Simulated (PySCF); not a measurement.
Species: C6H11GaO3.
Numbering: `[CH3:1][CH:2]([CH3:3])[O:4][Ga@H-:5]1[O:6][CH:7]=[CH:8][CH:9]=[O+:10]1` (hydrogens: H11, H12, H13 on C1; H14 on C2; H15, H16, H17 on C3; H18 on Ga5; H19 on C7; H20 on C8; H21 on C9)
Bond orders are those of one Lewis drawing.

Computed by this run: PBE0-D3(BJ)/def2-SVP geometry optimisation, gas phase in PySCF 2.14.0; density fitting, grid level 1; the optimiser is geomeTRIC in internal coordinates, started from a GFN2-xTB structure with every atom displaced at random (about 0.01 Å).

Step 0: E = -64885.5005 eV
```
atom  x, y, z in Å  |  force x, y, z in eV/Å
C1     -2.4033    1.1989   -0.3133   -0.608   0.562   0.057
C2     -1.9428   -0.1803    0.0455    1.285  -0.375  -0.372
C3     -2.5327   -1.2183   -0.9185    1.349   0.547   0.880
O4     -0.4967   -0.2180    0.0494   -3.051  -0.114   1.604
Ga5     0.8528   -0.2340   -1.0008    1.523   0.164  -0.251
O6      1.9243    1.3093   -0.4611    0.330   0.135   0.561
C7      2.7680    1.3224    0.4953   -0.732   0.197  -0.926
C8      3.2895    0.2294    1.1610   -0.745  -0.394  -0.348
C9      2.8848   -1.0646    0.8646   -0.534  -0.134  -1.222
O10     2.0787   -1.4121   -0.0587    0.206  -0.003   0.532
H11    -1.9859    1.9525    0.3618    0.202   0.107   0.075
H12    -3.5008    1.2842   -0.2370    0.001  -0.066   0.005
H13    -2.1433    1.4658   -1.3466    0.172  -0.021  -0.104
H14    -2.2757   -0.4105    1.0804    0.200  -0.019  -0.176
H15    -3.6030   -1.2379   -0.8576   -0.979  -0.031  -0.059
H16    -2.1998   -0.9618   -1.9195   -0.042   0.000  -0.614
H17    -2.1283   -2.1906   -0.6538    0.053  -0.544   0.002
H18     0.9543   -0.4150   -2.4746    0.033  -0.151  -1.107
H19     3.1078    2.3123    0.8048    0.166   0.456   0.058
H20     3.9652    0.3844    1.9608    0.836   0.195   0.892
H21     3.3159   -1.8940    1.4110    0.337  -0.511   0.510
```

Task: Estimate the geometry and energy of step 1. (The exact step hangs on the optimiser's Hessian estimate; all steps are aligned on step 0, rigid shifts and turns removed.)

Result: E = -64885.7781 eV, largest force 0.458 eV/Å
```
atom  x, y, z in Å  |  force x, y, z in eV/Å
C1     -2.4065    1.2259   -0.3131   -0.379   0.072   0.185
C2     -1.9701   -0.1730    0.0817    0.368   0.041  -0.247
C3     -2.4536   -1.2130   -0.9232    0.163   0.135   0.313
O4     -0.5771   -0.2194    0.2435    0.426  -0.089  -0.143
Ga5     0.8017   -0.2408   -0.9330   -0.250   0.065   0.355
O6      1.8750    1.3177   -0.4422   -0.165  -0.008   0.046
C7      2.7496    1.3286    0.4707    0.009   0.063  -0.051
C8      3.2970    0.2193    1.1159   -0.197   0.004   0.198
C9      2.8923   -1.0844    0.8290    0.179  -0.141  -0.197
O10     2.0543   -1.4404   -0.0485   -0.247  -0.003   0.045
H11    -2.0455    1.9705    0.4109    0.098  -0.017  -0.020
H12    -3.5049    1.3044   -0.3456   -0.033  -0.002  -0.016
H13    -2.0324    1.4894   -1.3113    0.138   0.031  -0.122
H14    -2.4046   -0.4086    1.0744   -0.004  -0.002  -0.069
H15    -3.5513   -1.2379   -0.9650   -0.050  -0.041  -0.128
H16    -2.0472   -0.9767   -1.9191   -0.109  -0.029  -0.099
H17    -2.0842   -2.2040   -0.6283   -0.034  -0.114  -0.013
H18     0.8387   -0.4298   -2.4672   -0.079  -0.021  -0.066
H19     3.1095    2.3291    0.7713    0.043   0.018  -0.037
H20     4.0227    0.3805    1.9099    0.094   0.006   0.014
H21     3.3658   -1.9151    1.3825    0.029   0.032   0.054
```

The energy changes by -0.2775 eV. The first-order estimate −F·Δx gives -0.5733 eV and the mean of the old and new forces, exact on a quadratic surface, -0.2892 eV. The step makes an angle of 76° with the force vector and moves no atom by more than 0.210 Å.

The cost below is that of the whole optimisation. Hardware: one thread of an Arm Neoverse N1, shared host with 64 logical CPUs at a one-minute load of 61. Cost: 8.9 min, 1.1 GiB resident at most.
